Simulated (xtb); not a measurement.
xtb input:

```bash
xtb mol.xyz --gfn 2 --sp --chrg -1 --uhf 0
```
mol.xyz:
```
4

Br     1.97268362    -0.38380043    -0.30992013
Ge    -0.01210457     0.82311252     0.71514568
Br    -1.96113018    -0.42366586    -0.33061997
H     -0.01702395     1.92171951    -0.46575809
```

Task: Which total energy does the run end on?

Result: -10.98900 Eh (GFN2-xTB).

It need not be the lowest isomer of its formula. Whether it binds its extra electron was not tested at this geometry.
